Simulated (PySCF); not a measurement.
Stepwise substitution at one centre (Ga OH-SiH3). Isolated molecules, 0 K electronic values unless said otherwise. One relaxed conformer stands for each flexible species; it need not be the lowest. Strings in code marks are SMILES.

Quantity: vertical ionisation energy (energy after one electron is removed minus that of the parent at the parent's geometry), in eV.

Case: `[OH][Ga]([SiH3])[SiH3]` (H–O–Ga–Si torsion 1°). Geometry of `[OH][Ga]([SiH3])[SiH3]` (neutral, multiplicity 1, Å):

```xyz
11

O     -0.1034     2.0328     0.9979
Ga    -0.0612     0.4193     0.2061
Si     2.1255    -0.5822    -0.0975
Si    -2.2755    -0.3442    -0.3752
H      0.7561     2.3708     1.2577
H      2.8589    -0.6437     1.1985
H      2.0339    -1.9624    -0.6464
H      2.9401     0.2376    -1.0391
H     -2.9293     0.6122    -1.3102
H     -3.1218    -0.4629     0.8438
H     -2.2235    -1.6773    -1.0357
```

**Question.** What vertical ionisation energy (energy after one electron is removed minus that of the parent at the parent's geometry) does minus the HOMO energy of HF/3-21G // PBE0-D3(BJ)/def2-TZVP (PySCF) give?

**Answer.** 9.57 eV.
